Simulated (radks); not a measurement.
All-electron atom: the copper ion Cu4+ in [Ar] 3d7. Calculated with a radial shooting solver on a logarithmic mesh with Libxc functionals: Dirac Kohn-Sham, PBE, spin-unpolarised, spherical densities, finite nucleus; open shells fill j = l - 1/2 first; Fermi nuclear charge, rms radius 3.8823 fm.

Spin-orbit splittings of the eigenvalues, e(l+1/2) - e(l-1/2), with zeta = 2 splitting/(2l+1) and mean radii in bohr:

shell  occ.  splitting (eV)  zeta (eV)  <r> j=l-1/2  <r> j=l+1/2
2p        6           20.48      13.66       0.2042       0.2075
3p        6           2.726      1.818       0.7196       0.7289
3d        7          0.3591     0.1437       0.8033       0.8070
